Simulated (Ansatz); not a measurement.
Consider the substitution at a C–C bond: `B/C=C/CC` + `CC[O][Zr]([OH])([OH])[O]CC` → `CC[O][Zr]([OH])([O]CC)[O]CC` + `BC=C`.

Calculated with Ansatz (gas phase, PBE0-D4/def2-TZVP geometries, no zero-point term in ΔE). CCSD(T)/CBS adds triple-zeta CCSD(T) − MP2 to the extrapolated MP2 energy (def2 sets, frozen cores). DFT in def2-TZVPP. B3LYP here is the variant with VWN-RPA as its local correlation; programs differ in this. def2 core potentials past Kr. For Zr outer-core shells are correlated without core-valence functions, which leaves a few kJ/mol of doubt a bond. Each species was taken in one conformer, which may not be the lowest.

```tsv
level	ΔE (kJ/mol)
PBE0-D4	52.5
B2PLYP	48.3
r2SCAN	52.9
B3LYP	47.3
HF/def2-QZVPP	43.0
MP2/def2-QZVPP	56.6
SCS-MP2/def2-QZVPP	51.2
CCSD/CBS(def2)	51.3
```

What does CCSD(T)/CBS give? (Best estimate.)

Computed: +50.7 kJ/mol. The listed levels differ from it by 1.8, -2.4, 2.2, -3.4, -7.7, 5.9, 0.5, 0.6 kJ/mol.

Largest T1 diagnostic among the species: 0.015.
